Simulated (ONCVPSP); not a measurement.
# Nb: one change to an ONCV potential, before and after

ONCVPSP 4.0.1 input, shortened (lines: element, Z, core and valence counts, functional; n l f; lmax; l rc ep ncon nbas qcut; lloc lpopt rc5 dvloc0; l nproj debl; icmod fcfact rcfact), PBEsol, scalar-relativistic:

```
  Nb 41.00    6    4  -116133      upf
    1    0    2.00
    2    0    2.00
    2    1    6.00
    3    0    2.00
    3    1    6.00
    3    2   10.00
    4    0    2.00
    4    1    6.00
    4    2    4.00
    5    0    1.00
    2
    0    1.85    0.00    3    6    5.60
    1    2.00    0.00    3    7    5.70
    2    2.20    0.00    4    8    6.10
    4    5    1.30    2.00
    0    2    2.10
    1    1    3.50
    2    2    1.40
    3    2.75    1.10
```

Change: p: rc 1.58.

Cutoffs: the cutoffs (Ha) at which the residual kinetic energy of the hardest occupied pseudo-wave falls to 1 and 0.1 mHa per electron; they do not see the model core or the augmentation charge, which bear on the density cutoff. Errors are all-electron minus pseudo energies relative to the spin-unpolarised reference configuration.

Question: How do hardness, ghosts and transferability respond?

Answer: The potential gets harder (14 Ha and 16 Ha → 14 Ha and 19 Ha); the errors of the 3 common tests hardly move; neither file shows a bound ghost. A smaller radius makes the pseudo-wave follow the all-electron one further in, where it bends more sharply, so more plane waves are needed.

```tsv
quantity	base	changed
cutoff, loose	14 Ha	14 Ha
cutoff, tight	16 Ha	19 Ha
loose cutoff by channel	s 11 Ha, p 11 Ha, d 14 Ha	s 11 Ha, p 10 Ha, d 14 Ha
bound ghosts	none	none
GHOST(+) flags under 300 eV	none	none
tests with a reliable result	3 of 4	3 of 4
error for 4s2 4p6 4d4 5s0, meV [ΔE 6.65 eV]	-2.2	-2.2
error for 4s2 4p6 4d3 5s0, meV [ΔE 20.68 eV]	-0.5	-0.7
error for 4s2 4p6 4d4 5s0.5, meV [ΔE 2.65 eV]	-0.7	-0.7
s: phases at 1.88 bohr within 0.05 rad from the reference energy up to (Ha; the scan ends near 5)	4.5	4.5
d: phases at 2.24 bohr within 0.05 rad from the reference energy up to (Ha; the scan ends near 5)	to the end of the scan	to the end of the scan
rms error of d²Exc/dni dnj with the model core, mHa	1.00	1.01
```
